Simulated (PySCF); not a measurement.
Isomers of C2H8N2Si2, one GFN2-xTB conformer each. Single-point energies are computed at PBE0/pcSseg-1 (PySCF, gas phase, no added dispersion term), electronic only.

```json
{"SMILES": "C#C[Si@H](N)N[SiH3]", "GFN2-xTB relative energy (kcal/mol)": "5.7"}
{"SMILES": "N[Si@@H]1N=C[C@@H]1[SiH3]", "GFN2-xTB relative energy (kcal/mol)": "16.3"}
{"SMILES": "N#CC[Si@H](N)[SiH3]", "GFN2-xTB relative energy (kcal/mol)": "17.8"}
{"SMILES": "C[SiH2]N[SiH2]C#N", "GFN2-xTB relative energy (kcal/mol)": "0.0"}
```

Conformers: `[CH:1]#[C:2][Si@H:3]([NH2:4])[NH:5][SiH3:6]` with C2–Si3–N4–H -66° and 68°, C2–Si3–N5–Si6 -55°; `[NH2:1][Si@@H:2]1[N:3]=[CH:4][C@@H:5]1[SiH3:6]` with H–N1–Si2–N3 -103° and 35°; `[N:1]#[C:2][CH2:3][Si@H:4]([NH2:5])[SiH3:6]` with C2–C3–Si4–N5 180°, C3–Si4–N5–H -171° and 49°; `[CH3:1][SiH2:2][NH:3][SiH2:4][C:5]#[N:6]` with C1–Si2–N3–Si4 -179°, Si2–N3–Si4–C5 179°.

Task: What does PBE0/pcSseg-1 give for the same structures?

Result: 
| SMILES | PBE0/pcSseg-1 E (Eh) | PBE0/pcSseg-1 (kcal/mol) | GFN2-xTB (kcal/mol) | point group |
| --- | --- | --- | --- | --- |
| C[SiH2]N[SiH2]C#N | -769.04254 | 0.0 | 0.0 | near Cs |
| C#C[Si@H](N)N[SiH3] | -769.01022 | 20.3 | 5.7 | C1 |
| N#CC[Si@H](N)[SiH3] | -769.01007 | 20.4 | 17.8 | C1 |
| N[Si@@H]1N=C[C@@H]1[SiH3] | -769.00264 | 25.0 | 16.3 | C1 |

Both levels put the same isomer lowest; measured from each level's own lowest isomer, the values differ by up to 14.6 kcal/mol (C#C[Si@H](N)N[SiH3]: 5.7 against 20.3). As drawn, the lowest has a C≡N group, which the highest lacks; the highest has a four-membered ring and a C=N bond, which the lowest lacks. Neighbours under 2.5 kcal/mol apart (C#C[Si@H](N)N[SiH3] and N#CC[Si@H](N)[SiH3]) can change places with a better method, another conformer or zero-point energy.

Task: Which frontier levels, dipoles and rotational constants go with these structures?

Result: 
| SMILES | HOMO (eV, PBE0/pcSseg-1) | LUMO (eV) | dipole (D) | A, B, C (MHz) |
| --- | --- | --- | --- | --- |
| C[SiH2]N[SiH2]C#N | -7.82 | -0.68 | 3.64 | 5872, 933.1, 824.8 |
| C#C[Si@H](N)N[SiH3] | -7.39 | -0.12 | 1.46 | 2748, 1622, 1094 |
| N#CC[Si@H](N)[SiH3] | -7.75 | -0.35 | 5.11 | 2772, 1551, 1075 |
| N[Si@@H]1N=C[C@@H]1[SiH3] | -6.60 | -0.51 | 1.63 | 3350, 1941, 1410 |

Task: As an exercise, what shares would exp(−E/RT) give at 2000 K from these electronic energies alone (no entropy, no degeneracies)?

Result: RT = 3.974 kcal/mol: C[SiH2]N[SiH2]C#N 98.6 %, C#C[Si@H](N)N[SiH3] 0.6 %, N#CC[Si@H](N)[SiH3] 0.6 %, N[Si@@H]1N=C[C@@H]1[SiH3] 0.2 %.
